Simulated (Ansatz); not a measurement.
`O[SiH2]/C(O)=C/S`, charge 0, multiplicity 1.

Problem. Give a relaxed structure at PBE0-D4/def2-TZVP (the Gaussian-basis code of Ansatz). (An estimate is asked.)

Solution. Ansatz gave: 
Z-matrix (Å, degrees):
```
Si
C 1 1.879
O 1 1.643 2 111.2
H 1 1.479 2 108.2 3 117.3
H 1 1.487 2 107.9 3 -122.3
C 2 1.341 1 122.5 3 -124.0
O 2 1.348 1 114.2 3 56.6
H 3 0.959 1 117.3 2 -58.1
S 6 1.765 2 120.3 1 -174.5
H 6 1.082 2 120.9 1 1.0
H 7 0.976 2 107.2 1 179.8
H 9 1.347 6 98.4 2 -104.0
```
This is one stationary point; other conformers may exist.
